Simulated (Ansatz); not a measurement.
Computed with frozen-core CCSD(T)/cc-pVTZ // CAM-B3LYP-D3(BJ)/def2-TZVP (Ansatz, a first-principles code). The restricted HF reference is unstable towards unrestricted orbitals.

Ansatz 0.2 input:
```yaml
crystal:
  periodic: [false, false, false]
  atoms:
    - { symbol: Si, position_ang: [2.06422, -0.279719, 0.368998] }
    - { symbol: Si, position_ang: [0.254576, 0.825454, 0.311561] }
    - { symbol: Si, position_ang: [-1.698003, -0.166109, -0.425022] }
    - { symbol: H, position_ang: [3.356959, 0.262845, 0.817509] }
    - { symbol: H, position_ang: [2.110615, -1.692859, -0.03903] }
    - { symbol: H, position_ang: [0.258832, 2.239966, 0.72879] }
    - { symbol: H, position_ang: [-2.739855, -0.142068, 0.625066] }
    - { symbol: H, position_ang: [-2.230795, 0.520708, -1.622274] }
    - { symbol: H, position_ang: [-1.37655, -1.568218, -0.765599] }
basis:
  gaussian: { orbitals: cc-pVTZ }
correlation:
  method: ccsd_t
```

Output:

```
Functional definition: HF
1063 factors; integrals over basis functions are off by at most 1.1e-3 eV
mean field evaluation 1: about -23679.1271 eV, gradient 1.5e1 eV
mean field evaluation 2: about -23679.3703 eV, gradient 1.5e1 eV
mean field evaluation 4: about -23680.9420 eV, gradient 8.6e-1 eV
mean field evaluation 8: about -23680.9435 eV, gradient 6.8e-2 eV
mean field evaluation 16: about -23679.1269 eV, gradient 1.5e1 eV
mean field -23680.94354277 eV, -870.2586236766 hartree, gradient 2.7e-6 eV, S^2 0.000000; 0 other end points of the search recorded, 0 dependent functions left out; unrestricted orbitals would lower it
15 core orbitals not correlated
reference -23680.94354277 eV, -870.2586236766 hartree; 9, 9 occupied and 162, 162 virtual orbitals, 1063 factors
second order -10.02993277 eV of doubles, -0.00000000 eV of singles
cycle   1  -11.14421004 eV  change    -1.1e0 eV  update   9.4e-2
cycle   2  -11.59574225 eV  change   -4.5e-1 eV  update   3.3e-2
cycle   3  -11.64491407 eV  change   -4.9e-2 eV  update   1.2e-2
cycle   4  -11.64010947 eV  change    4.8e-3 eV  update   4.0e-3
cycle   5  -11.63861925 eV  change    1.5e-3 eV  update   1.1e-3
cycle   6  -11.63843805 eV  change    1.8e-4 eV  update   3.8e-4
cycle   7  -11.63855373 eV  change   -1.2e-4 eV  update   1.3e-4
cycle   8  -11.63861385 eV  change   -6.0e-5 eV  update   5.3e-5
cycle   9  -11.63860932 eV  change    4.5e-6 eV  update   2.3e-5
cycle  10  -11.63860182 eV  change    7.5e-6 eV  update   8.5e-6
perturbative correction -0.51258298 eV, -0.0188370772 hartree
Total energy: -23693.09472757 eV, -870.7051714818 hartree
```

Cost: about 40 core-seconds (a rough figure).
